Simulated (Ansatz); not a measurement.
`[BH2][GeH2][Cl]` + H₂Se → `B[SeH]` + `[Cl][GeH3]`  (cleavage of the B–Ge bond)

Program: Ansatz. Geometries: PBE0-D4/def2-TZVP. ΔE: electronic, gas phase. CBS: MP2 limit from def2 TZ/QZ plus the TZ coupled-cluster correction, frozen cores. Functionals use def2-TZVPP. B3LYP here is the variant with VWN-RPA as its local correlation; programs differ in this. For Ge, Se outer-core shells are correlated without core-valence functions, which leaves a few kJ/mol of doubt a bond. Scalar relativity is left out up to krypton.

`[BH2][GeH2][Cl]`:

```xyz
7

B     1.184    0.097    0.494
Ge   -0.744   -0.134   -0.175
Cl   -1.020    0.825   -2.100
H     1.487   -0.378    1.547
H     1.998    0.688   -0.143
H    -1.126   -1.610   -0.386
H    -1.779    0.511    0.764
```

H₂Se:

Z-matrix (Å, degrees):
```
Se
H 1 1.467
H 1 1.467 2 91.2
```

`B[SeH]`:

Z-matrix (Å, degrees):
```
B
Se 1 1.899
H 1 1.189 2 121.0
H 1 1.191 2 115.7 3 180.0
H 2 1.470 1 97.7 3 0.0
```

`[Cl][GeH3]`:

Cartesian coordinates in Å:
```
Cl -0.637 -1.172 1.483
Ge 0.051 0.094 -0.119
H -1.022 0.063 -1.212
H 1.380 -0.486 -0.613
H 0.228 1.501 0.462
```

CCSD(T)/CBS gives -102.0 kJ/mol.

**Question.** Another level gave -105.4 kJ/mol. Which?
A. HF/def2-TZVPP
B. LDA (SPW92)/def2-TZVPP
C. B3LYP-D4/def2-TZVPP
D. r2SCAN0/def2-TZVPP

**Answer.** D. r2SCAN0 -105.4, B3LYP-D4 -101.2, LDA (SPW92) -110.8, HF/def2-TZVPP -95.7 kJ/mol.

**Question.** What do rigid-rotor, harmonic-oscillator terms from PBE0-D4/def2-TZVP frequencies (298.15 K, 1 bar) make of the CCSD(T)/CBS value? (Estimate.)

**Answer.** Computed: ΔZPE = +8.0 kJ/mol, ΔH = -97.7 kJ/mol, ΔS = -14 J/(mol·K), ΔG = -93.5 kJ/mol.

Largest T1 diagnostic among the species: 0.013.

Leaving LDA and LC-ωPBE aside and taking each functional with its dispersion term where it has one, the values, not all of them listed here, spread over 7.1 kJ/mol, from r2SCAN-D4 to ωB97X-V. LDA lies −4.5 kJ/mol from PBE without D4. At CCSD(T), def2-SVP lies −8.7 kJ/mol from the extrapolated value and def2-TZVPP −0.9 kJ/mol.
